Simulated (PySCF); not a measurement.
The group X on BH2-X is varied. Gas-phase values, no solvent. One relaxed conformer stands for each flexible species; it need not be the lowest. Strings in code marks are SMILES.

The four lowest singlet excitations (Tamm–Dancoff). Calculation: B3LYP-D3(BJ)/def2-TZVP // M06-2X/def2-TZVP run with PySCF. B3LYP has the VWN-RPA correlation part, as in Gaussian. Excitations are Tamm–Dancoff values on a coarser integration grid. The basis has no diffuse functions, so Rydberg states are missing or too high.

```
state  energy (eV)  wavelength (nm)  oscillator strength
-----  -----------  ---------------  -------------------
S1            3.58              346                0.016
S2            4.47              278                0.002
S3            5.12              242                0.065
S4            5.37              231                0.000
```

Task: Say which member gives these states.
A) `BC#CC`
B) `[BH2][AlH2]`
C) `BF`
D) `BC=O`

Result: B, `[BH2][AlH2]`
